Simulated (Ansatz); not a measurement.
Ansatz results at the PBE0-D4/def2-TZVP geometry: HOMO–LUMO gap (ωB97M-V/def2-TZVPP) 7.82 eV; LUMO energy (PBE/def2-TZVPP) -2.91 eV; size of the dipole moment (PBE/def2-TZVPP) 2.32 D.

Each molecule was computed in one conformer, which needn't be the lowest.

Question: Which molecule gave them?
A. `CB[Si]1(N)C=N1`
B. `CC1BB1F`
C. `C[Si](F)(F)CO`
D. `F[Si](F)(F)CS`

Answer: A. The others give `CC1BB1F`: 11.26, -1.41, 2.16; `F[Si](F)(F)CS`: 11.25, -1.05, 2.59; `C[Si](F)(F)CO`: 12.30, -0.32, 0.79.
